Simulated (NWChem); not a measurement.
Molecule: C$_{4}$H$_{5}$FO; SMILES C1(F)(C=O)CC1

```xyz
11

O     -0.1029     2.0287     0.0000
C      0.6534     1.0934     0.0000
C      0.2096    -0.3239     0.0000
F      1.2430    -1.2041     0.0000
C     -1.0357    -0.7001     0.7470
C     -1.0357    -0.7001    -0.7470
H      1.7666     1.2148     0.0000
H     -0.9990    -1.6647     1.2592
H     -1.5521     0.1100     1.2689
H     -0.9990    -1.6647    -1.2592
H     -1.5521     0.1100    -1.2689
```
Atoms are numbered in this order, from 1.

Level: PBE0/def2-SVP (NWChem), optimised geometry, unscaled harmonic frequencies. 

```csv
frequency (cm⁻¹),IR intensity (km/mol)
135,12.5
230,9.0
287,2.1
382,10.2
433,1.3
593,8.0
743,9.5
780,0.8
866,4.8
940,30.6
953,9.1
1041,51.0
1058,1.6
1070,31.1
1081,5.2
1190,0.0
1300,36.9
1348,29.1
1402,9.0
1420,48.8
1481,34.7
1878,137.3
2946,93.7
3157,1.5
3158,0.4
3265,0.1
3273,0.9
```

```
Item                                                                                Value
-----------------------------------------------------------------------  ----------------
zero-point energy                                                           52.0 kcal/mol
thermal correction to the enthalpy at 298.15 K (with zero-point energy)     56.2 kcal/mol
heat capacity Cv                                                         20.2 cal/(mol K)
entropy at 298.15 K and 1 atm (symmetry number 1)                        75.5 cal/(mol K)
dipole moment                                                                      1.55 D
```

Rigid rotor and harmonic oscillator.
